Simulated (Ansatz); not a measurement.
`[CH3][AlH][S]C` + H₂O → `[CH3][AlH][OH]` + CH₃SH at 600 K and 1 bar (formal hydrolysis of the Al–S bond).

Isolated molecules relaxed with PBE0-D4/def2-TZVP in Ansatz; ΔE leaves out vibrations. CCSD(T)/CBS adds triple-zeta CCSD(T) − MP2 to the extrapolated MP2 energy (def2 sets, frozen cores). This one scheme is used for every species. Each species was taken in one conformer, which may not be the lowest.

```csv
species,CCSD(T)/CBS energy (Eh),H − E (kJ/mol),S (J/(mol·K))
`[CH3][AlH][S]C`,-720.14936,277.8,455.5
H₂O,-76.37941,76.8,212.8
`[CH3][AlH][OH]`,-358.31021,194.9,376.4
CH₃SH,-438.22835,152.3,296.8
```

H − E and S are ideal-gas, rigid-rotor, harmonic terms from PBE0-D4/def2-TZVP, for one conformer and one mirror image of each species. 1 Eh = 2625.50 kJ/mol, R = 8.31446 J/(mol·K).

Q: By hand: ΔE, ΔH, ΔS and ΔG.

A: ΔE = (-358.31021) + (-438.22835) − (-720.14936) − (-76.37941) = -0.00979 Eh = -25.7 kJ/mol. Δ(H − E) = 194.9 + 152.3 − 277.8 − 76.8 = -7.4, so ΔH = -33.1 kJ/mol. ΔS = 376.4 + 296.8 − 455.5 − 212.8 = 4.9 J/(mol·K). ΔG = -33.1 − 600 × (4.9)/1000 = -36.0 kJ/mol.

Q: By hand: the equilibrium constant, and the temperature at which ΔG would vanish if ΔH and ΔS stayed fixed.

A: log₁₀ K = −ΔG/(RT ln 10) = 3.1. ΔH and −TΔS have one sign here, so there is no such temperature.

The number of gas molecules stays the same, so ΔS is small and ΔH decides. A doubt of 5 kJ/mol in ΔE shifts log₁₀ K by 0.4 here. Other conformers and mirror images would add mixing entropy, several J/(mol·K) or more a flexible species. Modes under 60 cm⁻¹, often nearly free rotors, make the harmonic entropy too high. These are equilibria of isolated gas molecules and say nothing of rates. Largest T1 diagnostic: 0.011 (customary marks: 0.02 for closed shells, 0.045 for open ones).

ΔS is within the doubt of such terms, so its sign, and with it that verdict, could turn.
